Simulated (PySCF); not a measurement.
## Computed beside measured shifts

System: PhSiCl2(SeBu) (C10H14Cl2SeSi), SMILES CCCC[Se][Si](Cl)(Cl)c1ccccc1.

Atom-mapped SMILES (hydrogens are numbered by the atom that bears them): [CH3:1][CH2:2][CH2:3][CH2:4][Se:5][Si:6]([Cl:7])([Cl:8])[c:9]1[cH:10][cH:11][cH:12][cH:13][cH:14]1

Method: GIAO KT3/pcSseg-1, gas phase, PySCF SCF with an in-house response code, fitting set def2-universal-JFIT, grid level 2, non-relativistic, on the GFN2-xTB geometry.

One optimised conformer. Values are averaged over the atoms that symmetry or fast rotation interchanges, on this one geometry and without vibrational averaging. Shifts are the reference shielding less the shielding here, at the same level (13C, 1H, 29Si against isolated TMS; 77Se against isolated Me2Se); nuclei without a reference have shieldings only.

Spin-orbit coupling is left out, which matters for the heavier atoms here.

Q: What shifts does this level give for Si6, Se5, and how do they compare with measurement?

A: 
```json
{"atom": "Si6", "nucleus": "29Si", "computed / ppm": "35.6", "measured / ppm": "8.1", "computed less measured": "27.5", "measured against": "TMS", "medium of the measurement": "solution"}
{"atom": "Se5", "nucleus": "77Se", "computed / ppm": "14.3", "measured / ppm": "-9", "computed less measured": "23.3", "measured against": "Me2Se", "medium of the measurement": "solution"}
```

Measured values: U. Herzog, Habilitationsschrift, TU Bergakademie Freiberg, 2002/2003.
